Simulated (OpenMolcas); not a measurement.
# S II: Slater's ratio, thermal populations, worked from levels

```yaml
Program: OpenMolcas
Basis: ANO-RCC-VQZP [6s5p3d2f1g]
Scalar_Hamiltonian: DKH2, point nucleus
Active_space: 5 electrons in 8 orbitals (3s 3p 4s 4p)
State_averaging: 2S+1 = 4 odd, 1 root; 2S+1 = 2 odd, 8 roots; 2S+1 = 4 even, 3 roots; 2S+1 = 2 even, 6 roots
Spin-orbit_coupling: RASSI with atomic mean-field integrals over the reference wave functions, term energies averaged over their components
```

Methods: CASSCF; SS-CASPT2, IPEA 0.25 Eh, imaginary shift 0.1 Eh (closed shells correlated: 2s 2p). Measured levels: NIST Handbook of Basic Atomic Spectroscopic Data.

**Slater's ratio.** With one set of orbitals, p3 has 2D* - 4S* = 9 F2 and 2P* - 2D* = 6 F2 (F2 = F²/25), a ratio of 2/3. Term energies are centres of gravity, weighted by 2J + 1.

| Source | 2D* - 4S* | 2P* - 4S* | F2 from the first | Ratio |
| --- | --- | --- | --- | --- |
| CASSCF | 18733 | 25388 | 2081 | 0.355 |
| SS-CASPT2 | 15501 | 24972 | 1722 | 0.611 |
| measured | 14872 | 24556 | 1652 | 0.651 |

Energies in cm-1. A ratio away from 2/3 shows effects beyond one configuration with one set of orbitals, and in heavier atoms second-order spin-orbit shifts. In CASSCF the valence s occupation is 1.95 in 2P* against 2.00 in 2D*: mixing out of s² acts most on 2P* and pulls it down.

**Thermal populations.** Z = Σ (2J + 1) exp(-E/kT) with k = 0.695035 cm-1/K, over the levels below. No other level of either list lies under 90000 cm-1, which is above 7 kT at each temperature.

```json
{"Level": "3s2 3p3 4S* 3/2", "2J + 1": "4", "SS-CASPT2": "0.0", "measured": "0.0"}
{"Level": "3s2 3p3 2D* 3/2", "2J + 1": "4", "SS-CASPT2": "15480", "measured": "14853"}
{"Level": "3s2 3p3 2D* 5/2", "2J + 1": "6", "SS-CASPT2": "15510", "measured": "14885"}
{"Level": "3s2 3p3 2P* 1/2", "2J + 1": "2", "SS-CASPT2": "24960", "measured": "24525"}
{"Level": "3s2 3p3 2P* 3/2", "2J + 1": "4", "SS-CASPT2": "24980", "measured": "24572"}
{"Level": "3s 3p4 4P 5/2", "2J + 1": "6", "SS-CASPT2": "82420", "measured": "79395"}
{"Level": "3s 3p4 4P 3/2", "2J + 1": "4", "SS-CASPT2": "82740", "measured": "79757"}
{"Level": "3s 3p4 4P 1/2", "2J + 1": "2", "SS-CASPT2": "82930", "measured": "79963"}
```

| T (K) | Z, SS-CASPT2 | Z, measured levels | Ground level (%), SS-CASPT2 | Ground level (%), measured levels |
| --- | --- | --- | --- | --- |
| 8000 | 4.683 | 4.762 | 85.4 | 84.0 |
| 12000 | 5.861 | 5.998 | 68.3 | 66.7 |

At 12000 K, kT = 8340 cm-1, and the computed levels give Z = 4.000 + 0.625 + 0.934 + 0.100 + 0.200 + 0.000 + 0.000 + 0.000 = 5.861.

CASPT2 does not keep the components of a term degenerate, so their means are used; among the terms shown or strongly mixed into the levels shown the widest spread is 98 cm-1 (3s2 3p3 2D*, SS-CASPT2). Over all roots computed the reference weight is 0.83 to 0.96 in SS-CASPT2; the roots of lowest weight are the least certain, and an intruder state may touch them. Active for correlation alone: 4p 4s; no level in the range computed is led by a configuration that fills them, so any true level of that kind is missing. Terms of s pⁿ other than that of highest spin mix with s² pⁿ⁻² d, which this space lacks; all of them can be thousands of cm-1 off, and some have no real level of that name. Without dynamic correlation excited terms often stand tens of per cent too high (terms of higher spin than the ground term too low), and those without a measured partner can miss by more than the paired ones (holds for CASSCF). Measured partners are found by configuration, term and J. A level has none where our copy of the source lacks it or the pairing is in doubt (some pairs that miss far off the trend of their configuration count as doubtful), and it then counts in no deviation. Levels of configurations outside the active space are missing.

* marks odd parity.
